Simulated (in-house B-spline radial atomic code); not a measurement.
Relativistic effects in P+, [Ne] 3s2 3p2: non-relativistic Hartree-Fock (point nucleus) against Dirac-Hartree-Fock (Fermi nucleus of rms radius 3.1889 fm), both averages of the configuration, computed with an all-electron radial atomic-structure program (B-spline basis).

| orbital | ε NR (Eh) | ε Dirac (Eh) | <r> NR (bohr) | <r> Dirac (bohr) | change of <r> (%) |
| --- | --- | --- | --- | --- | --- |
| 1s1/2 | -80.387 | ? | 0.1038 | ? | ? |
| 2s1/2 | -7.92 | -7.9577 | 0.5153 | 0.5133 | -0.4 |
| 2p1/2 | -5.8075 | -5.8303 | 0.4834 | 0.4814 | -0.4 |
| 2p3/2 | -5.8075 | -5.795 | 0.4834 | 0.4835 | 0.0 |
| 3s1/2 | -1.0366 | -1.04 | 1.846 | 1.842 | -0.3 |
| 3p1/2 | -0.69517 | -0.69629 | 2.147 | 2.142 | -0.2 |
| 3p3/2 | -0.69517 | ? | 2.147 | ? | ? |

Question: What happens to 3p3/2?

Answer: Its energy goes to -0.69393 hartree and <r> to 2.148 bohr (+0.08 %).

Question: What happens to 1s1/2?

Answer: Its energy goes to -80.628 hartree and <r> to 0.1034 bohr (-0.38 %).

Question: What explains the pattern of contraction and expansion?

Answer: Expansion is seen in 3p3/2. The s and p1/2 orbitals contract directly, screen the nucleus better, and so push out orbitals that have little density near the nucleus; spin-orbit coupling adds to this for j = l + 1/2 and opposes it for j = l - 1/2.

Question: By how much does the total energy change?

Answer: By -0.84629 hartree, from -340.324 to -341.170.
